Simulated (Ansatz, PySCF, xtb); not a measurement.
Process, species as SMILES: C=CF + C (CH4) → C=C (C2H4) [ethene] + CF (CH3F) [fluoromethane]
Each molecule is optimised on its own at B3LYP-D3(BJ)/def2-TZVP (Ansatz, a program for electronic structure). Frequencies are from Ansatz or PySCF.

Wanted: bond separation energy (enthalpy at 298 K, with B3LYP-D3(BJ) rigid-rotor harmonic-oscillator terms), in kcal/mol. Cores are frozen in the correlated levels unless marked. Spin-orbit coupling is left out. Non-relativistic. Basis-set limits of correlation are two-point, X^-3; Hartree-Fock from the larger set. [CCSD(T)-MP2]/basis is that difference in the basis named.

From measured enthalpies of formation at 298 K: 7.9 kcal/mol (C=CF -34.1, ATcT 1.112; C (CH4) -17.8, ATcT 1.112; C=C (C2H4) 12.6, ATcT 1.112; CF (CH3F) -56.5, ATcT 1.112). It holds spin-orbit effects, which the calculations lack, and core correlation, which the frozen-core levels lack.

| level | program | bond separation energy (kcal/mol) | error against measurement |
|---|---|---|---|
| GFN2-xTB | xtb | 8.7 | 0.8 |
| HF-D3(BJ)/def2-TZVPD | PySCF + dftd3 | 5.9 | -2.0 |
| TPSS-D3(BJ)/def2-TZVPD | PySCF + dftd3 | 8.3 | 0.4 |
| B3LYP/def2-TZVPD | Ansatz | 8.3 | 0.4 |
| TPSSh-D3(BJ)/def2-TZVPD | PySCF + dftd3 | 8.2 | 0.3 |
| PW6B95/def2-TZVPD | PySCF | 8.8 | 0.9 |
| CAM-B3LYP-D3(BJ)/def2-TZVPD | Ansatz + dftd3 | 8.6 | 0.7 |
| B2PLYP-D4/def2-TZVPD | Ansatz + dftd4 | 8.2 | 0.3 |
| RPA@PBE/cc-pVQZ | Ansatz | 7.0 | -0.9 |
| MP2/cc-pVDZ | Ansatz | 9.8 | 1.9 |
| CCSD/cc-pVTZ | Ansatz | 8.1 | 0.2 |
| CCSD(T)/6-31G | Ansatz | 7.8 | -0.1 |
| CCSD(T)/cc-pVDZ | Ansatz | 9.1 | 1.2 |
| CCSD(T) with core electrons/cc-pwCVTZ | Ansatz | 8.7 | 0.8 |
| RI-MP2/CBS(aug-cc-pVTZ,aug-cc-pVQZ)+[CCSD(T)-MP2]/aug-cc-pVTZ | Ansatz | 7.8 | -0.1 |
